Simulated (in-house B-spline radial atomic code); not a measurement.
## The nickel ion Ni⁵⁺: [Ar] 3d5

Method: non-relativistic Hartree-Fock, spin-polarised, averaged over the determinants with the given up and down occupations, point nucleus. Calculated with a B-spline radial code for spherical atoms.

Z_r = [3n² - l(l+1)]/(2<r>); Z_e = n√(-2ε); the last column is Slater's effective charge. Values are occupation-weighted means over spin.

```tsv
shell	electrons	ε (eV)	<r> (bohr)	Z_r	Z_e	Slater
1s	2	-8407.6	0.05481	27.37	24.86	27.70
2s	2	-1124.9	0.247	24.30	18.19	23.85
2p	6	-989.31	0.2162	23.13	17.05	23.85
3s	2	-219.27	0.7278	18.55	12.04	16.75
3p	6	-174.11	0.7493	16.68	10.73	16.75
3d	5	-109.73	0.7798	13.46	8.52	8.60
```

The least bound orbital is 3d up at -109.7 eV, and it is also the most diffuse (<r> = 0.7798 bohr).

The density falls to 0.001 bohr⁻³ at 2.234 bohr; Σ<r²> = 9.3239 bohr² gives, by the non-relativistic formula and without the paramagnetism of open shells, a Langevin diamagnetic susceptibility of -7.384×10⁻⁶ cm³/mol.
